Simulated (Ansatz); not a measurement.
Ansatz (a program for electronic structure) job for Si(OSiH3)(H)(F)(NHSiH3) (FH8NOSi3), SMILES F[SiH](N[SiH3])O[SiH3], PBE-D3(BJ)/def2-SVP. 

Ansatz 0.2 input:
```yaml
crystal:
  periodic: [false, false, false]
  atoms:
    - {symbol: Si, position_ang: [0.13618689, -0.96009015, 0.52335673]}
    - {symbol: F, position_ang: [0.07826346, -0.11060862, 1.90916517]}
    - {symbol: N, position_ang: [-1.23531221, -0.39366352, -0.34602457]}
    - {symbol: Si, position_ang: [-2.38632908, 0.82724306, 0.17857947]}
    - {symbol: O, position_ang: [1.54480599, -0.63296128, -0.26296267]}
    - {symbol: Si, position_ang: [2.11985123, 0.54775144, -1.29786596]}
    - {symbol: H, position_ang: [0.13700067, -2.39753047, 0.84895472]}
    - {symbol: H, position_ang: [-1.41835485, -0.80518412, -1.25808769]}
    - {symbol: H, position_ang: [-3.38335107, 0.96308794, -0.92126699]}
    - {symbol: H, position_ang: [-1.72945418, 2.14414609, 0.40961342]}
    - {symbol: H, position_ang: [-3.08818281, 0.43002521, 1.43136265]}
    - {symbol: H, position_ang: [1.74878460, 1.90350607, -0.80412242]}
    - {symbol: H, position_ang: [3.59865277, 0.41897906, -1.36147755]}
    - {symbol: H, position_ang: [1.54334468, 0.34912212, -2.65857254]}
basis:
  gaussian:
    orbitals: def2-SVP
hamiltonian:
  xc: pbe
  dispersion: d3bj
relax: {f_tol: 0.002, max_steps: 200}
```

Program output:

```
[...]
reference -29990.36076578 eV, -1102.1254299459 hartree; 37, 37 occupied and 99, 99 virtual orbitals, 1515 factors
relax step   6: F+E_penalty+E_count = -29990.70741441 eV  Δ(F+E_penalty+E_count) = -5.954e-4 eV  max|allowed force component| = 2.393e-2 eV/Å  Δτ_max = 0.0213 Å  (30 SCF iters, accepted)
these checks for a lower state are left out or cut short: starts, cluster_reference, orbital_swaps, neighbouring_geometries, increment
integrals: 0.09 GiB planned
1515 factors; their error is unknown
mean field: 0.46 GiB planned
mean field -29990.36061097 eV, -1102.1254242565 hartree, gradient 1.5e-5 eV, S^2 0.000000; 0 other end points of the search recorded, 0 dependent functions left out
the calculation of the forces begins
reference -29990.36065639 eV, -1102.1254259257 hartree; 37, 37 occupied and 99, 99 virtual orbitals, 1515 factors
relax step   7: F+E_penalty+E_count = -29990.70770624 eV  Δ(F+E_penalty+E_count) = -2.918e-4 eV  max|allowed force component| = 2.418e-2 eV/Å  Δτ_max = 0.0156 Å  (30 SCF iters, accepted)
these checks for a lower state are left out or cut short: starts, cluster_reference, orbital_swaps, neighbouring_geometries, increment
integrals: 0.09 GiB planned
1515 factors; their error is unknown
mean field: 0.46 GiB planned
mean field evaluation 64: about -29990.3605 eV, gradient 3.9e-5 eV
mean field -29990.36048935 eV, -1102.1254197871 hartree, gradient 2.0e-5 eV, S^2 0.000000; 0 other end points of the search recorded, 0 dependent functions left out
the calculation of the forces begins
reference -29990.36053473 eV, -1102.1254214548 hartree; 37, 37 occupied and 99, 99 virtual orbitals, 1515 factors
relax step   8: F+E_penalty+E_count = -29990.70778006 eV  Δ(F+E_penalty+E_count) = -7.382e-5 eV  max|allowed force component| = 1.375e-2 eV/Å  Δτ_max = 0.0102 Å  (30 SCF iters, accepted)
these checks for a lower state are left out or cut short: starts, cluster_reference, orbital_swaps, neighbouring_geometries, increment
integrals: 0.09 GiB planned
1515 factors; their error is unknown
mean field: 0.46 GiB planned
mean field -29990.36005191 eV, -1102.1254037115 hartree, gradient 2.0e-5 eV, S^2 0.000000; 0 other end points of the search recorded, 0 dependent functions left out
the calculation of the forces begins
reference -29990.36009725 eV, -1102.1254053778 hartree; 37, 37 occupied and 99, 99 virtual orbitals, 1515 factors
relax step   9: F+E_penalty+E_count = -29990.70780896 eV  Δ(F+E_penalty+E_count) = -2.890e-5 eV  max|allowed force component| = 4.338e-3 eV/Å  Δτ_max = 0.0107 Å  (31 SCF iters, accepted)
these checks for a lower state are left out or cut short: starts, cluster_reference, orbital_swaps, neighbouring_geometries, increment
integrals: 0.09 GiB planned
1515 factors; their error is unknown
mean field: 0.46 GiB planned
mean field -29990.35979511 eV, -1102.1253942744 hartree, gradient 8.9e-6 eV, S^2 0.000000; 0 other end points of the search recorded, 0 dependent functions left out
the calculation of the forces begins
reference -29990.35984043 eV, -1102.1253959397 hartree; 37, 37 occupied and 99, 99 virtual orbitals, 1515 factors
relax step  10: F+E_penalty+E_count = -29990.70781591 eV  Δ(F+E_penalty+E_count) = -6.955e-6 eV  max|allowed force component| = 3.600e-3 eV/Å  Δτ_max = 0.0073 Å  (24 SCF iters, accepted)
these checks for a lower state are left out or cut short: starts, cluster_reference, orbital_swaps, neighbouring_geometries, increment
integrals: 0.09 GiB planned
1515 factors; their error is unknown
mean field: 0.46 GiB planned
mean field -29990.35985689 eV, -1102.1253965448 hartree, gradient 1.3e-5 eV, S^2 0.000000; 0 other end points of the search recorded, 0 dependent functions left out
the calculation of the forces begins
reference -29990.35990222 eV, -1102.1253982104 hartree; 37, 37 occupied and 99, 99 virtual orbitals, 1515 factors
relax step  11: F+E_penalty+E_count = -29990.70782496 eV  Δ(F+E_penalty+E_count) = -9.050e-6 eV  max|allowed force component| = 1.884e-3 eV/Å  Δτ_max = 0.0022 Å  (22 SCF iters, accepted)
these checks for a lower state are left out or cut short: starts, cluster_reference, orbital_swaps, neighbouring_geometries, increment
integrals: 0.09 GiB planned
1515 factors; their error is unknown
mean field: 0.46 GiB planned
mean field -29990.35985410 eV, -1102.1253964421 hartree, gradient 7.7e-6 eV, S^2 0.000000; 0 other end points of the search recorded, 0 dependent functions left out
the calculation of the forces begins
reference -29990.35989943 eV, -1102.1253981079 hartree; 37, 37 occupied and 99, 99 virtual orbitals, 1515 factors
relax step  12: F+E_penalty+E_count = -29990.70783119 eV  Δ(F+E_penalty+E_count) = -6.230e-6 eV  max|allowed force component| = 1.652e-3 eV/Å  Δτ_max = 0.0028 Å  (23 SCF iters, accepted)
these checks for a lower state are left out or cut short: starts, cluster_reference, orbital_swaps, neighbouring_geometries, increment
integrals: 0.09 GiB planned
1515 factors; their error is unknown
mean field: 0.46 GiB planned
mean field evaluation 96: about -29990.3598 eV, gradient 7.1e-4 eV
mean field -29990.35976050 eV, -1102.1253930025 hartree, gradient 2.6e-5 eV, S^2 0.000000; 0 other end points of the search recorded, 0 dependent functions left out
the calculation of the forces begins
reference -29990.35980583 eV, -1102.1253946682 hartree; 37, 37 occupied and 99, 99 virtual orbitals, 1515 factors
relax step  13: F+E_penalty+E_count = -29990.70784126 eV  Δ(F+E_penalty+E_count) = -1.007e-5 eV  max|allowed force component| = 4.950e-3 eV/Å  Δτ_max = 0.0070 Å  (23 SCF iters, accepted)
these checks for a lower state are left out or cut short: starts, cluster_reference, orbital_swaps, neighbouring_geometries, increment
integrals: 0.09 GiB planned
1515 factors; their error is unknown
mean field: 0.46 GiB planned
mean field -29990.35965008 eV, -1102.1253889447 hartree, gradient 8.4e-6 eV, S^2 0.000000; 0 other end points of the search recorded, 0 dependent functions left out
the calculation of the forces begins
reference -29990.35969541 eV, -1102.1253906104 hartree; 37, 37 occupied and 99, 99 virtual orbitals, 1515 factors
relax step  14: F+E_penalty+E_count = -29990.70784867 eV  Δ(F+E_penalty+E_count) = -7.412e-6 eV  max|allowed force component| = 5.354e-3 eV/Å  Δτ_max = 0.0074 Å  (24 SCF iters, accepted)
these checks for a lower state are left out or cut short: starts, cluster_reference, orbital_swaps, neighbouring_geometries, increment
integrals: 0.09 GiB planned
1515 factors; their error is unknown
mean field: 0.46 GiB planned
mean field -29990.35957023 eV, -1102.1253860102 hartree, gradient 2.1e-5 eV, S^2 0.000000; 0 other end points of the search recorded, 0 dependent functions left out
the calculation of the forces begins
reference -29990.35961556 eV, -1102.1253876758 hartree; 37, 37 occupied and 99, 99 virtual orbitals, 1515 factors
relax step  15: F+E_penalty+E_count = -29990.70785338 eV  Δ(F+E_penalty+E_count) = -4.707e-6 eV  max|allowed force component| = 3.571e-3 eV/Å  Δτ_max = 0.0065 Å  (23 SCF iters, accepted)
these checks for a lower state are left out or cut short: starts, cluster_reference, orbital_swaps, neighbouring_geometries, increment
integrals: 0.09 GiB planned
1515 factors; their error is unknown
mean field: 0.46 GiB planned
mean field -29990.35951918 eV, -1102.1253841340 hartree, gradient 1.3e-5 eV, S^2 0.000000; 0 other end points of the search recorded, 0 dependent functions left out
the calculation of the forces begins
reference -29990.35956450 eV, -1102.1253857996 hartree; 37, 37 occupied and 99, 99 virtual orbitals, 1515 factors
relax step  16: F+E_penalty+E_count = -29990.70785543 eV  Δ(F+E_penalty+E_count) = -2.050e-6 eV  max|allowed force component| = 2.500e-3 eV/Å  Δτ_max = 0.0036 Å  (23 SCF iters, accepted)
these checks for a lower state are left out or cut short: starts, cluster_reference, orbital_swaps, neighbouring_geometries, increment
integrals: 0.09 GiB planned
1515 factors; their error is unknown
mean field: 0.46 GiB planned
mean field -29990.35953980 eV, -1102.1253848919 hartree, gradient 9.8e-6 eV, S^2 0.000000; 0 other end points of the search recorded, 0 dependent functions left out
the calculation of the forces begins
reference -29990.35958513 eV, -1102.1253865575 hartree; 37, 37 occupied and 99, 99 virtual orbitals, 1515 factors
relax step  17: F+E_penalty+E_count = -29990.70785742 eV  Δ(F+E_penalty+E_count) = -1.989e-6 eV  max|allowed force component| = 1.419e-3 eV/Å  Δτ_max = 0.0017 Å  (22 SCF iters, accepted)
these checks for a lower state are left out or cut short: starts, cluster_reference, orbital_swaps, neighbouring_geometries, increment
integrals: 0.09 GiB planned
1515 factors; their error is unknown
mean field: 0.46 GiB planned
mean field evaluation 128: about -29990.3596 eV, gradient 6.8e-6 eV
mean field -29990.35957000 eV, -1102.1253860018 hartree, gradient 6.8e-6 eV, S^2 0.000000; 0 other end points of the search recorded, 0 dependent functions left out
the calculation of the forces begins
reference -29990.35961533 eV, -1102.1253876675 hartree; 37, 37 occupied and 99, 99 virtual orbitals, 1515 factors
relax step  18: F+E_penalty+E_count = -29990.70785847 eV  Δ(F+E_penalty+E_count) = -1.050e-6 eV  max|allowed force component| = 2.248e-3 eV/Å  Δτ_max = 0.0023 Å  (23 SCF iters, accepted)
these checks for a lower state are left out or cut short: starts, cluster_reference, orbital_swaps, neighbouring_geometries, increment
integrals: 0.09 GiB planned
1515 factors; their error is unknown
mean field: 0.46 GiB planned
mean field -29990.35957829 eV, -1102.1253863062 hartree, gradient 1.2e-5 eV, S^2 0.000000; 0 other end points of the search recorded, 0 dependent functions left out
the calculation of the forces begins
reference -29990.35962361 eV, -1102.1253879718 hartree; 37, 37 occupied and 99, 99 virtual orbitals, 1515 factors
relax step  19: F+E_penalty+E_count = -29990.70785921 eV  Δ(F+E_penalty+E_count) = -7.456e-7 eV  max|allowed force component| = 1.881e-3 eV/Å  Δτ_max = 0.0013 Å  (22 SCF iters, accepted)
integrals: 0.09 GiB planned
1515 factors; their error is unknown
mean field: 0.46 GiB planned
mean field -29990.35957829 eV, -1102.1253863062 hartree, gradient 1.2e-5 eV, S^2 0.000000; 1 other end points of the search recorded, 0 dependent functions left out
the calculation of the forces begins
reference -29990.35962361 eV, -1102.1253879718 hartree; 37, 37 occupied and 99, 99 virtual orbitals, 1515 factors
Total energy: -29990.70790454 eV, -1102.1381870597 hartree
Atom 0 at     0.151017    -0.980653     0.539813 Å, force    -0.000467     0.000530     0.001881 eV/Å
Atom 1 at     0.064583    -0.123143     1.932792 Å, force     0.000316    -0.000548    -0.001536 eV/Å
Atom 2 at    -1.197994    -0.389433    -0.366940 Å, force     0.000029    -0.000191     0.000114 eV/Å
Atom 3 at    -2.347125     0.844141     0.163998 Å, force     0.000334     0.000626     0.000317 eV/Å
Atom 4 at     1.595394    -0.677811    -0.222586 Å, force     0.000351     0.000454    -0.000049 eV/Å
Atom 5 at     2.068053     0.543428    -1.288306 Å, force     0.000046    -0.000431     0.000292 eV/Å
Atom 6 at     0.132189    -2.431371     0.869593 Å, force    -0.000010    -0.000078    -0.000187 eV/Å
Atom 7 at    -1.374400    -0.795065    -1.290581 Å, force    -0.000491    -0.000158    -0.000696 eV/Å
Atom 8 at    -3.334303     1.006232    -0.958392 Å, force    -0.000165    -0.000300    -0.000165 eV/Å
Atom 9 at    -1.674543     2.162923     0.423674 Å, force     0.000160     0.000161     0.000124 eV/Å
Atom 10 at    -3.080055     0.434740     1.411134 Å, force    -0.000176    -0.000277     0.000054 eV/Å
Atom 11 at     1.635759     1.893456    -0.787201 Å, force    -0.000045     0.000035    -0.000165 eV/Å
Atom 12 at     3.562448     0.491456    -1.390319 Å, force     0.000055     0.000100    -0.000012 eV/Å
Atom 13 at     1.464882     0.304921    -2.646029 Å, force     0.000060     0.000077     0.000028 eV/Å
Dipole moment:    -0.122624    -0.093092    -0.409112 e Å
```

The calculation finished and met its thresholds.
